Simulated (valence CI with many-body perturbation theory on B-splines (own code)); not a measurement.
Sb¹⁹⁺: fill in the table

Calculated by configuration interaction combined with many-body perturbation theory (CI+MBPT): four valence electrons over a frozen Dirac-Fock core [Ar] 3d10, a basis of 11 s, 11 p, 9 d, 7 f, 5 g, 2 h, 1 i functions for each j, with the one-electron correlation potential Σ1, the two-electron term Σ2, the three-electron term Σ3, Breit, model QED; selected CI, second order for the rest (own B-spline code, finite nucleus).

No measured spectrum was set against this ion. As an estimate, levels hold to about 250 cm⁻¹ or 0.2 % of their energy and the worst to 1 %, as in measured heavy ions of charge 2 to 7; those with d or f electrons hold less well.

```tsv
Level	E (cm⁻¹)
(4s^2 4p1/2^2) J=0	0
(4s^2 4p1/2 4p3/2) J=1	?
(4s^2 4p1/2 4p3/2) J=2	95014
(4s^2 4p3/2^2) J=2	186340
(4s^2 4p3/2^2) J=0	229490
(4s 4p1/2^2 4p3/2) J=2	415030
(4s 4p1/2^2 4p3/2) J=1	482040
(4s 4p1/2 4p3/2^2) J=2 [a]	504200
(4s 4p1/2 4p3/2^2) J=3	530700
(4s 4p1/2 4p3/2^2) J=0	568130
(4s 4p1/2 4p3/2^2) J=1 [a]	579400
(4s 4p1/2 4p3/2^2) J=2 [b]	585840
(4s 4p1/2 4p3/2^2) J=1 [b]	?
(4s 4p3/2^3) J=2	?
(4s^2 4p1/2 4d3/2) J=2	698040
(4s 4p3/2^3) J=1	?
(4s^2 4p1/2 4d5/2) J=3	733220
(4s^2 4p1/2 4d5/2) J=2	?
(4s^2 4p1/2 4d3/2) J=1	765250
(4s^2 4p3/2 4d5/2) J=4	?
```

Levels are named by their leading jj configuration (3d3/2^4 stands for four electrons in 3d with j = 3/2), which in mixed levels can hold well under half, so a name can repeat and another be missing. Letters in brackets count levels of one name in rising energy.

Q: The levels stand in rising order. What does the calculation give for the missing energies?

A: (4s^2 4p1/2 4p3/2) J=1 77615; (4s 4p1/2 4p3/2^2) J=1 [b] 629200; (4s 4p3/2^3) J=2 655710; (4s 4p3/2^3) J=1 730320; (4s^2 4p1/2 4d5/2) J=2 756520; (4s^2 4p3/2 4d5/2) J=4 801520.
